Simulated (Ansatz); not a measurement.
The same redistribution along the group B, Al, Ga, In.

Calculated with Ansatz (gas phase, PBE0-D4/def2-TZVP geometries, no zero-point term in ΔE). CBS: MP2 limit from def2 TZ/QZ plus the TZ coupled-cluster correction, frozen cores. This one scheme is used for every species. DFT in def2-TZVPP. def2 core potentials past Kr. For Ga, Hf, In, Se outer-core shells are correlated without core-valence functions, which leaves a few kJ/mol of doubt a bond. Scalar relativity is left out up to krypton. One conformer a species, not always the lowest.

| reaction | ωB97M-V (kcal/mol) | PBE0-D4 (kcal/mol) | r2SCAN-D4 (kcal/mol) | B2PLYP (kcal/mol) | CCSD(T)/CBS(def2) (kcal/mol) |
| --- | --- | --- | --- | --- | --- |
| `FB[SeH]` + `[F][Hf]([F])([SeH])[SeH]` → `[F][Hf]([SeH])([SeH])[SeH]` + `FBF` | -1.6 | -2.0 | -0.7 | -2.0 | -3.3 |
| `[F][AlH][SeH]` + `[F][Hf]([F])([SeH])[SeH]` → `[F][Hf]([SeH])([SeH])[SeH]` + `[F][AlH][F]` | 5.1 | 5.0 | 5.4 | 3.7 | 2.2 |
| `[F][GaH][SeH]` + `[F][Hf]([F])([SeH])[SeH]` → `[F][Hf]([SeH])([SeH])[SeH]` + `[F][GaH][F]` | 24.9 | 24.6 | 25.0 | 24.0 | 23.1 |
| `[F][InH][SeH]` + `[F][Hf]([F])([SeH])[SeH]` → `[F][Hf]([SeH])([SeH])[SeH]` + `[F][InH][F]` | 33.4 | 32.9 | 33.2 | 32.9 | 31.2 |

Largest T1 diagnostic: 0.017, for `[F][InH][F]`.
